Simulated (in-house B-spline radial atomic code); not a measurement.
Radial electron density of Al6+, [He] 2s1 2p4. Computed with a radial B-spline atomic code at the basis-set limit: Dirac-Hartree-Fock, average of configuration, Fermi nucleus of rms radius 3.061 fm.

Columns: r (bohr), 4πr²n(r) (electrons per bohr), bar.

```
 0.00447   0.3139 #
 0.00521   0.4177 #
 0.00606   0.5521 ##
 0.00706   0.7291 ##
 0.00822   0.9578 ###
 0.00958    1.254 ####
  0.0112    1.641 #####
   0.013    2.108 ######
  0.0151     2.69 ########
  0.0176    3.421 ###########
  0.0205      4.3 #############
  0.0239    5.346 ################
  0.0278    6.533 ####################
  0.0324    7.874 ########################
  0.0377    9.293 #############################
   0.044    10.76 #################################
  0.0512    12.11 #####################################
  0.0596    13.25 #########################################
  0.0694    14.03 ###########################################
  0.0809    14.31 ############################################
  0.0942       14 ###########################################
    0.11     13.1 ########################################
   0.128    11.78 ####################################
   0.149    10.26 ################################
   0.173    8.893 ###########################
   0.202    7.927 ########################
   0.235    7.613 #######################
   0.274    7.901 ########################
   0.319    8.528 ##########################
   0.371    9.078 ############################
   0.432    9.144 ############################
   0.503    8.469 ##########################
   0.586    7.065 ######################
   0.683    5.215 ################
   0.795    3.361 ##########
   0.926    1.844 ######
    1.08   0.8364 ###
    1.26   0.3051 #
    1.46  0.09215 
     1.7  0.02027 
    1.98 0.003205
```

On this grid the curve has 2 maxima, near 0.0809, 0.432 bohr.

The 2p1/2 radial function P(r) = rR(r), positive near the nucleus, with its small component Q(r) (sign convention: Q ≈ (P' + κP/r)/2c):

| r (bohr) | P | Q |
| --- | --- | --- |
| 0.00447 | 0.001738 | 0.003774 |
| 0.00606 | 0.003072 | 0.005039 |
| 0.00822 | 0.00545 | 0.0067 |
| 0.0112 | 0.009755 | 0.008885 |
| 0.0151 | 0.01707 | 0.01157 |
| 0.0205 | 0.03009 | 0.01498 |
| 0.0278 | 0.05242 | 0.01906 |
| 0.0377 | 0.09003 | 0.02374 |
| 0.0512 | 0.1519 | 0.02875 |
| 0.0694 | 0.2488 | 0.03346 |
| 0.0942 | 0.3939 | 0.03702 |
| 0.128 | 0.5954 | 0.03821 |
| 0.173 | 0.841 | 0.03592 |
| 0.235 | 1.102 | 0.02953 |
| 0.319 | 1.3 | 0.01987 |
| 0.432 | 1.339 | 0.009459 |
| 0.586 | 1.158 | 0.001318 |
| 0.795 | 0.7963 | -0.00249 |
| 1.08 | 0.4013 | -0.002509 |
| 1.46 | 0.1359 | -0.001159 |
| 1.98 | 0.02602 | -0.0002663 |
